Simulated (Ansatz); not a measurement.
`[SiH3]/C=C\S` + `[SiH3]S` → `[SiH3]S/C=C/S` + SiH₄  (substitution at a C–Si bond)

Isolated molecules relaxed with PBE0-D4/def2-TZVP in Ansatz; ΔE leaves out vibrations. CCSD(T)/CBS is the MP2 limit (def2-TZVPP, def2-QZVPP) plus CCSD(T) − MP2 in def2-TZVPP, frozen cores. This one scheme is used for every species. Double bonds are as drawn, so ΔE can hold a change between cis and trans. Functionals use def2-TZVPP. One conformer a species, not always the lowest.

`[SiH3]/C=C\S`:

Cartesian coordinates in Å:
```
Si -0.614 0.386 -1.167
C 0.293 0.760 0.408
C 0.727 -0.130 1.304
S 0.584 -1.864 1.290
H -1.136 1.649 -1.746
H 0.277 -0.271 -2.165
H -1.755 -0.542 -0.921
H 0.502 1.802 0.638
H 1.257 0.192 2.199
H -0.136 -1.983 0.160
```

`[SiH3]S`:

Z-matrix (Å, degrees):
```
Si
S 1 2.137
H 1 1.485 2 111.6
H 1 1.485 2 111.6 3 -122.0
H 1 1.482 2 104.8 3 119.0
H 2 1.344 1 94.7 3 60.9
```

`[SiH3]S/C=C/S`:

Z-matrix (Å, degrees):
```
Si
S 1 2.137
H 1 1.485 2 111.6
H 1 1.484 2 106.1 3 120.1
H 1 1.486 2 109.6 3 -120.6
C 2 1.761 1 98.1 3 68.0
C 6 1.331 2 121.7 1 -128.7
H 6 1.087 2 117.0 1 56.0
S 7 1.748 6 122.0 2 -169.6
H 7 1.085 6 120.8 2 5.4
H 9 1.342 7 96.6 6 -155.1
```

SiH₄:

Cartesian coordinates in Å:
```
Si 0.000 0.000 0.000
H -0.224 1.197 0.849
H -1.022 -0.042 -1.076
H -0.108 -1.224 0.833
H 1.354 0.069 -0.606
```

```csv
species,r2SCAN energy (Eh)
`[SiH3]/C=C\S`,-767.42241
`[SiH3]S`,-690.07116
`[SiH3]S/C=C/S`,-1165.62357
SiH₄,-291.85420
```

Work out ΔE.

ΔE = (-1165.62357) + (-291.85420) − (-767.42241) − (-690.07116) = 0.01580 Eh = +0.43 eV. CCSD(T)/CBS gives +0.43 eV.

Largest T1 diagnostic among the species: 0.013.
